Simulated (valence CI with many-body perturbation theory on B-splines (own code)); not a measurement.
**I³⁹⁺: what each term of the Hamiltonian does**

Calculated by valence CI with perturbative core correlation (CI+MBPT): four valence electrons over a frozen Dirac-Fock core [Ne], a basis of 11 s, 11 p, 9 d, 7 f, 5 g, 2 h, 1 i functions for each j, with the one-electron correlation potential Σ1 (screened to all orders), the two-electron term Σ2, the three-electron term Σ3, Breit, model QED; selected single and double excitations, second order for the rest (own B-spline code, finite nucleus).

The last digits are not significant, and no measured levels were compared; by estimate large intervals hold to a few tenths of a per cent, small ones and those within an open d or f shell to about a per cent.

Each rung adds one term. CI alone is the Dirac-Coulomb CI over the frozen core; QED comes last and gives the full result, which names the levels. Energies are above (3s^2 3p1/2^2) J=0 on the same rung, in eV.

Levels are named by their leading jj configuration (3d3/2^4 stands for four electrons in 3d with j = 3/2), which in mixed levels can hold well under half, so a name can repeat and another be missing. Letters in brackets count levels of one name in rising energy.

| Level | CI alone | Σ1 | Σ2 | Σ3 | Breit | QED | Full |
| --- | --- | --- | --- | --- | --- | --- | --- |
| (3s^2 3p1/2 3p3/2) J=1 | 68.01 | +0.078 | +0.071 | +0.017 | -1.085 | +0.130 | 67.22 |
| (3s^2 3p1/2 3p3/2) J=2 | 74.45 | +0.079 | +0.039 | +0.003 | -1.250 | +0.135 | 73.45 |
| (3s^2 3p3/2^2) J=2 | 146.90 | +0.156 | +0.109 | +0.009 | -2.250 | +0.255 | 145.18 |
| (3s^2 3p3/2^2) J=0 | 160.48 | +0.157 | +0.053 | -0.023 | -2.080 | +0.246 | 158.83 |
| (3s 3p1/2^2 3p3/2) J=2 | 167.44 | -0.132 | +0.091 | +0.061 | -0.171 | -1.143 | 166.14 |
| (3s 3p1/2^2 3p3/2) J=1 | 187.01 | -0.129 | -0.116 | +0.041 | -0.219 | -1.041 | 185.55 |
| (3s^2 3p1/2 3d3/2) J=2 | 212.49 | -0.112 | -0.105 | -0.016 | -1.664 | -0.074 | 210.52 |
| (3s 3p1/2 3p3/2^2) J=2 [a] | 225.39 | -0.054 | +0.164 | +0.062 | -1.444 | -0.707 | 223.41 |
| (3s^2 3p1/2 3d5/2) J=3 | 234.36 | -0.047 | +0.021 | +0.019 | -1.999 | -0.425 | 231.93 |
| (3s^2 3p1/2 3d3/2) J=1 | 238.83 | -0.113 | -0.648 | -0.102 | -1.333 | -0.257 | 236.38 |
| (3s^2 3p1/2 3d5/2) J=2 | 250.11 | -0.051 | -0.340 | -0.050 | -1.782 | -0.382 | 247.51 |
| (3s 3p1/2 3p3/2^2) J=3 | 251.75 | -0.048 | -0.162 | -0.022 | -1.895 | -0.534 | 249.08 |
| (3s 3p1/2 3p3/2^2) J=0 | 253.72 | -0.055 | +0.071 | +0.039 | -1.094 | -0.948 | 251.73 |
| (3s 3p1/2 3p3/2^2) J=1 [a] | 261.78 | -0.053 | -0.081 | +0.025 | -1.323 | -0.886 | 259.46 |
| (3s 3p1/2 3p3/2^2) J=2 [b] | 266.36 | -0.054 | -0.316 | +0.004 | -1.526 | -0.764 | 263.70 |
| (3s 3p1/2 3p3/2^2) J=1 [b] | 272.62 | -0.059 | -0.511 | +0.001 | -1.104 | -1.018 | 269.93 |
| (3s^2 3p3/2 3d5/2) J=2 | 304.18 | +0.032 | +0.038 | +0.016 | -3.010 | -0.163 | 301.09 |
| (3s^2 3p3/2 3d5/2) J=4 | 306.49 | +0.037 | -0.056 | -0.031 | -3.466 | +0.128 | 303.10 |
| (3s^2 3p3/2 3d3/2) J=2 | 306.53 | -0.042 | -0.641 | -0.082 | -2.407 | -0.185 | 303.18 |

The middle columns are the shifts that each term adds.

**Question.** How does the ionisation energy move along the ladder, and which term matters most?

**Answer.** CI alone 2839.9, + Σ1 2840.9, + Σ2 2840.9, + Σ3 2840.7, + Breit 2837.8, + QED 2837.9 eV. The largest step is Breit, -2.9 eV. NIST lists 2836 ± 4 eV (theoretical).
